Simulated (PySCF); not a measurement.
**Correlation energy of Xe⁺ (xenon, charge +1)**

[Kr] 4d10 5s2 5p5, 2P determinant. Computed with PySCF 2.14 in def2-SVP with the def2 core potential (28 electrons) (6s5p3d2f, 50 functions), with a scalar-relativistic core potential. Frozen: 4s2 4p6 4d10; 7 electrons correlated.

MP2 pair energies summed by pair of shells (mhartree):

```csv
pair,energy,share (%)
5p-5p,-71.82,62.0
5s-5p,-37.44,32.3
5s-5s,-6.54,5.6
```

Total MP2 correlation energy: -115.80 mhartree.

Same-spin part -26.10 and opposite-spin part -89.70 mhartree; SCS-MP2 scales them by 1/3 and 6/5 to -116.34 mhartree.

```
  level  correlation energy (mhartree)
   CCSD                        -134.44
    (T)                          -3.56
CCSD(T)                        -138.00
```

Diagnostics: T1 = 0.0060, D1 = 0.0194, largest double amplitude 0.046.

Cost of the coupled-cluster step: 1.3 s of wall time on 1 thread of Neoverse-V1 (shared host), for 7 correlated electrons.

Iterations:

```
CC2 = 0
CCSD nocc = (np.int64(4), np.int64(3)), nmo = (41, 41)
frozen orbitals [[0, 1, 2, 3, 4, 5, 6, 7, 8], [0, 1, 2, 3, 4, 5, 6, 7, 8]]
max_cycle = 100
direct = 0
conv_tol = 1e-08
conv_tol_normt = 1e-06
diis_space = 8
diis_start_cycle = 0
Init t2, MP2 energy = -0.115796028984129
Init E_corr(UCCSD) = -0.115796028984825
cycle = 1  E_corr(UCCSD) = -0.13019243980364  dE = -0.0143964108  norm(t1,t2) = 0.0378422
cycle = 2  E_corr(UCCSD) = -0.133207964584748  dE = -0.00301552478  norm(t1,t2) = 0.0118428
cycle = 3  E_corr(UCCSD) = -0.134486307786164  dE = -0.0012783432  norm(t1,t2) = 0.00459254
cycle = 4  E_corr(UCCSD) = -0.13444153914468  dE = 4.47686415e-05  norm(t1,t2) = 0.000546623
cycle = 5  E_corr(UCCSD) = -0.134442221718046  dE = -6.82573366e-07  norm(t1,t2) = 7.47132e-05
cycle = 6  E_corr(UCCSD) = -0.134442689474757  dE = -4.67756711e-07  norm(t1,t2) = 1.44486e-05
cycle = 7  E_corr(UCCSD) = -0.134442682075983  dE = 7.39877451e-09  norm(t1,t2) = 3.05748e-06
cycle = 8  E_corr(UCCSD) = -0.134442685232233  dE = -3.15624965e-09  norm(t1,t2) = 6.89778e-07
UCCSD converged
E(UCCSD) = -328.0114853914913  E_corr = -0.1344426852322325
UCCSD(T) correction = -0.0035631061176293
```
